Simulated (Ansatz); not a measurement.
Sn(CN)H3 (CH3NSn). Total charge 0; singlet. Geometry PBE-D4/def2-TZVP, basis def2-TZVP, Ansatz.

| atom | x (Å) | y (Å) | z (Å) |
| --- | --- | --- | --- |
| Sn1 | 0.511 | 0.074 | 0.415 |
| C2 | -1.129 | -0.166 | -0.917 |
| N3 | -2.028 | -0.294 | -1.647 |
| H4 | 1.472 | 1.330 | -0.228 |
| H5 | 1.331 | -1.423 | 0.444 |
| H6 | -0.159 | 0.479 | 1.933 |

```
run  HOMO (eV)  LUMO (eV)
  A     -11.74       1.00
  B     -12.31       1.50
  C     -11.89       1.39
  D      -8.12      -1.20
  E      -8.34      -1.51
  F      -8.18      -1.29
```

In the def2 sets Sn takes a core potential; there is no spin–orbit coupling. LC-ωPBE has ω = 0.4 bohr⁻¹.

The runs used LC-ωPBE, LDA (SPW92), PBE, revPBE, ωB97M-V, ωB97X-V. Estimate which is which.

A ωB97M-V (range-separated); B LC-ωPBE (range-separated); C ωB97X-V (range-separated); D revPBE (0 % exact exchange); E LDA (SPW92) (0 % exact exchange); F PBE (0 % exact exchange). Exact exchange lowers occupied and raises empty levels; among semilocal functionals meta-GGAs tend to open the gap a little, and such runs are hard to tell apart. The gap grows from 6.83 eV (LDA (SPW92)) to 13.82 eV (LC-ωPBE).
